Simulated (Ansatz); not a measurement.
`C[O][Ti]12345678([Cl])([C@@H]9[C@H]1[C@H]2[C@@]3(C)[C@@H]94)[C@@H]1[C@H]5[C@H]6[C@@]7(C)[C@@H]18` and `C[C@@]12[C@H]3[C@H]4[C@H]5[C@@H]1[TiH]45321678([Cl])[C@@H]2[C@H]1[C@H]6[C@@]7(C)[C@@H]28` differ in one atom or group.

Ansatz, PBE0-D4/def2-TZVP geometries, multiplicity 1. Each molecule was computed in one conformer, which needn't be the lowest.

Scalar relativity is left out up to krypton.

| property | `C[O][Ti]12345678([Cl])([C@@H]9[C@H]1[C@H]2[C@@]3(C)[C@@H]94)[C@@H]1[C@H]5[C@H]6[C@@]7(C)[C@@H]18` |
| --- | --- |
| HOMO energy (PBE0/def2-TZVPP) / eV | -6.24 |
| LUMO energy (ωB97M-V/def2-TZVPP) / eV | 0.43 |
| HOMO–LUMO gap (B3LYP/def2-TZVPP) / eV | 4.13 |
| LUMO energy (PBE0/def2-TZVPP) / eV | -1.67 |
| LUMO energy (B3LYP/def2-TZVPP) / eV | -1.91 |
| HOMO energy (ωB97M-V/def2-TZVPP) / eV | -8.28 |

Q: What does the change do to each property? (Best estimate.)

A: Computed: 
| property | `C[C@@]12[C@H]3[C@H]4[C@H]5[C@@H]1[TiH]45321678([Cl])[C@@H]2[C@H]1[C@H]6[C@@]7(C)[C@@H]28` | shift |
| --- | --- | --- |
| HOMO energy (PBE0/def2-TZVPP) / eV | -6.45 | -0.21 |
| LUMO energy (ωB97M-V/def2-TZVPP) / eV | 0.45 | 0.02 |
| HOMO–LUMO gap (B3LYP/def2-TZVPP) / eV | 4.30 | 0.17 |
| LUMO energy (PBE0/def2-TZVPP) / eV | -1.70 | -0.03 |
| LUMO energy (B3LYP/def2-TZVPP) / eV | -1.94 | -0.03 |
| HOMO energy (ωB97M-V/def2-TZVPP) / eV | -8.50 | -0.22 |

B3LYP here is the variant with VWN-RPA as its local correlation; programs differ in this.
